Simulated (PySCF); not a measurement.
dihydroxy(methoxymethyl)silane (C₂H₈O₃Si), SMILES COC[SiH](O)O. Atoms are numbered in the order given.

```xyz
14

C      2.6216    -0.1824    -0.9838
O      1.3208    -0.3756    -0.4927
C      0.7395     0.7834     0.0886
Si    -0.9965     0.2449     0.6199
O     -2.0049     0.6565    -0.6408
O     -0.8966    -1.3914     0.8886
H      2.6469     0.5858    -1.7819
H      2.9716    -1.1379    -1.4017
H      3.3191     0.1333    -0.1819
H      0.7001     1.6194    -0.6385
H      1.3399     1.1351     0.9544
H     -1.4698     0.8770     1.8780
H     -2.9298     0.3929    -0.5660
H     -0.1472    -1.7561     0.3904
```
Charge 0, spin multiplicity 1.

Coordinates come from a B3LYP-D3(BJ)/def2-SVP optimisation. Other conformers were not sampled.

Computed with PBE/def2-TZVP (PySCF).

Gas-phase values at a fixed geometry.

Computed frontier levels, gap, dipole moment and polarisability:
| Property | Result |
|---|---|
| highest occupied level | -6.20 eV |
| lowest empty level | -0.29 eV |
| orbital gap | 5.91 eV |
| dipole moment | 0.287 e·Å |
| quadrupole, principal values (traceless, Buckingham form, about the centre of nuclear charge) | -9.08, -1.29, 10.37 D·Å |
| mean static polarisability | 63.7 bohr³ (9.43 Å³) |
| polarisability, principal values | 57.5, 58.6, 74.9 bohr³ |
